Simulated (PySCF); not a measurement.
# ¹⁹F chemical shifts

[PySCF 2.14.0 with density-fitted response routines: structure optimised with GFN2-xTB; shieldings: GIAO PBE0/pcSseg-1; one computed conformer; isolated molecule; no relativistic terms; averaged over atoms made equivalent by symmetry, fast rotation or ring inversion]

Shieldings were converted by a linear fit to measured shifts: ¹⁹F (scatter 6.0 ppm rms, 7.0 ppm with the 5 outliers that the fit left out vs CFCl3, solution or neat liquid, with a term for F on sp3 carbon). A few per cent of atoms miss by over 2 rms, more outside the fitted compound classes.

Give the ¹⁹F shifts of `F[C@H]1[C@@]2(F)CC[C@]1(F)C2`, `FC[C@]1(C(F)F)[C@@H]2C[C@@H]21`, `FC[C@@H](F)C1=CC[C@H]1F`, `FC/C=C\[SiH2]Cl`.

Answers


```tsv
compound	environment	δ (ppm)
[F:1][C@H:2]1[C@@:3]2([F:4])[CH2:5][CH2:6][C@:7]1([F:8])[CH2:9]2	F4/8: fluorine on an sp3 carbon (×2)	-180.2
[F:1][C@H:2]1[C@@:3]2([F:4])[CH2:5][CH2:6][C@:7]1([F:8])[CH2:9]2	F1: fluorine on an sp3 carbon	-185.9
[F:1][CH2:2][C@:3]1([CH:4]([F:5])[F:6])[C@@H:7]2[CH2:8][C@H:9]12	F5/6: fluorine of a CF2 group (×2)	-130.3
[F:1][CH2:2][C@:3]1([CH:4]([F:5])[F:6])[C@@H:7]2[CH2:8][C@H:9]12	F1: fluorine on an sp3 carbon	-232.7
[F:1][CH2:2][C@@H:3]([F:4])[C:5]1=[CH:6][CH2:7][C@H:8]1[F:9]	F9: fluorine on an sp3 carbon	-182.2
[F:1][CH2:2][C@@H:3]([F:4])[C:5]1=[CH:6][CH2:7][C@H:8]1[F:9]	F4: fluorine on an sp3 carbon	-191.5
[F:1][CH2:2][C@@H:3]([F:4])[C:5]1=[CH:6][CH2:7][C@H:8]1[F:9]	F1: fluorine on an sp3 carbon	-214.6
FC/C=C\[SiH2]Cl	fluorine on an sp3 carbon	-232.5
```
